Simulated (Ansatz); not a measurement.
A run for Ansatz (a first-principles code): U-CCSD(T)/cc-pVDZ on CH3 (SMILES [CH3]).

Ansatz 0.2 input:
```yaml
crystal:
  periodic: [false, false, false]
  atoms:
    - {symbol: C, position_ang: [0.00002529, 0.00002296, 0.00000059]}
    - {symbol: H, position_ang: [1.06845039, -0.14741449, 0.02930280]}
    - {symbol: H, position_ang: [-0.66111836, -0.85156786, -0.04255873]}
    - {symbol: H, position_ang: [-0.40725733, 0.99905939, 0.01325534]}
basis:
  gaussian:
    orbitals: cc-pVDZ
magnetization: {spin_polarized: true, initial_magnetization: 1}
correlation: {method: ccsd_t, electrons: outside_noble_gas}
scf: {omitted_lower_state_checks: [cluster_reference]}
```

It printed:

```
WARN ansatz: RAYON_NUM_THREADS=1 ignored (pool sized by the plan → 1); use --threads N
Functional definition: HF
these checks for a lower state are left out or cut short: cluster_reference
integrals: 0.01 GiB planned
259 factors; integrals over basis functions are off by at most 1.4e-3 eV
mean field: 0.05 GiB planned
mean field evaluation 1: about -1076.0001 eV, gradient 9.8e0 eV
mean field evaluation 2: about -1075.9999 eV, gradient 9.8e0 eV
mean field evaluation 4: about -1076.5769 eV, gradient 9.2e-1 eV
mean field evaluation 8: about -1076.5860 eV, gradient 1.5e-3 eV
mean field -1076.58600546 eV, -39.5638059645 hartree, gradient 1.4e-6 eV, S^2 0.761204; 0 other end points of the search recorded, 0 dependent functions left out
1 core orbitals not correlated
reference -1076.58600546 eV, -39.5638059645 hartree; 4, 3 occupied and 24, 25 virtual orbitals, 259 factors
second order -3.44486943 eV of doubles, -0.00000000 eV of singles
coupled cluster: 0.06 GiB planned
cycle   1  -3.91268105 eV  change   -4.7e-1 eV  update   3.9e-2
cycle   2  -4.05358607 eV  change   -1.4e-1 eV  update   1.4e-2
cycle   3  -4.06513084 eV  change   -1.2e-2 eV  update   4.7e-3
cycle   4  -4.06613633 eV  change   -1.0e-3 eV  update   1.6e-3
cycle   5  -4.06618408 eV  change   -4.8e-5 eV  update   4.3e-4
cycle   6  -4.06625015 eV  change   -6.6e-5 eV  update   1.1e-4
cycle   7  -4.06625033 eV  change   -1.7e-7 eV  update   3.2e-5
cycle   8  -4.06624910 eV  change    1.2e-6 eV  update   7.1e-6
perturbative correction -0.07042705 eV, -0.0025881463 hartree
Total energy: -1080.72268161 eV, -39.7158260090 hartree
Checks for a lower state left out: cluster_reference
```

The run converged.

Cost: roughly 0.7 core-seconds.
